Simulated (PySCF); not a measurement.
Isomers of C9H8O2. The calculation used PBE0-D3(BJ)/def2-SVP geometry optimisation, gas phase (PySCF 2.14.0). Energies are electronic, without zero-point or thermal terms, for one conformer each. No frequencies were run at this level. Point groups hold within 0.08 Å.

Question: Order them by energy at this level, lowest first, and give relative energies in kcal/mol.
A. `[CH2:1]=[CH:2][O:3][C:4](=[O:5])[c:6]1[cH:7][cH:8][cH:9][cH:10][cH:11]1` with C1–C2–O3–C4 180°, C2–O3–C4–O5 0°, O3–C4–C6–C7 1°
B. `[CH3:1][C:2](=[O:3])[c:4]1[cH:5][cH:6][c:7]([CH:8]=[O:9])[cH:10][cH:11]1` with C1–C2–C4–C5 0°, C6–C7–C8–O9 0°
C. `[CH2:1]=[CH:2][c:3]1[cH:4][cH:5][c:6]([C:7](=[O:8])[OH:9])[cH:10][cH:11]1` with C1–C2–C3–C4 -2°, C5–C6–C7–O8 0°, C6–C7–O9–H 180° (4-vinylbenzoic acid)

Answer: C (0.0), B (7.2), A (11.6).

As drawn, the lowest has an O–H bond, which the highest lacks.

```csv
SMILES,E (Eh),E rel (kcal/mol),dipole (D),point group,"A, B, C (MHz)"
C=Cc1ccc(C(=O)O)cc1,-497.31636,0.0,1.94,near Cs,"3576, 575.2, 495.5"
CC(=O)c1ccc(C=O)cc1,-497.30495,7.2,1.15,Cs,"3402, 575.3, 493.6"
C=COC(=O)c1ccccc1,-497.29788,11.6,2.04,Cs,"2942, 632.7, 520.7"
```
